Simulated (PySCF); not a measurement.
Identify the compound

Molecular formula: C₆H₁₀F₃OP. Simulated spectra:

1H NMR (600 MHz, computed): δ 7.52 (m, 1H), 2.38 (m, 1H), 2.17 (m, 1H), 2.09 (m, 1H), 2.09 (m, 1H), 1.98 (m, 1H), 1.93 (m, 1H), 1.85 (m, 1H), 1.11 (m, 1H), 1.06 (m, 1H).

13C{1H} NMR (computed): δ 134.6 (C), 48.6 (CH), 32.6 (CH2), 30.1 (CH2), 23.8 (CH2), 22.5 (CH2).

- shielding tensors at PBE0/pcSseg-1 (GIAO)
- structure optimised with GFN2-xTB
- code: PySCF 2.14.0 with density-fitted response routines
- equivalent nuclei averaged, isolated molecule, one computed conformer, non-relativistic

Referencing at the same level of theory: TMS for 1H and 13C.

Problem. What is the structure?

Solution. 
1. 6 carbon signals for 6 carbons: no two carbons are equivalent.
2. Carbon types of the structure: 1 × C, 1 × CH, 4 × CH2, leaving 1 H on heteroatoms.
3. δC 134.6: CF3 carbon; 3 electronegative neighbours deshield it.
4. δC 48.6: sp3 CH bonded to P.
5. δC 32.6: sp3 CH2 bonded to P.
6. δC 30.1, 23.8, 22.5: sp3 CH2 in a ring; aliphatic region, no heteroatom directly attached.
7. δH 7.52: hydrogen on a phosphorus bonded to 2 C, O, in a 6-membered ring.
8. δH 2.09, 1.06: hydrogen on an sp3 CH2 bonded to P.
9. δH 1.85: hydrogen on an sp3 CH bonded to P.

The compound is `FC([C@@H]1[P@H](=O)CCCC1)(F)F`.

The shifts were computed for this structure.

Splittings by 19F and 31P in the carbon and heteronuclear signals aren't shown, as no couplings were computed. Shifts are as computed. Against solution values, carbons near 30 ppm lie about +3 ppm off and those near 130 ppm about +5 ppm. Of 1211 compounds with measured shifts, 218 miss one by over three times the rms of a fit or turn the order of signals round; such compounds aren't used in these exercises. No couplings were computed; multiplicities are counted from neighbouring protons, with m where these are inequivalent, close in shift, in a saturated or five-membered ring or joined by F or P, and br s for small geminal =CH2 splittings.
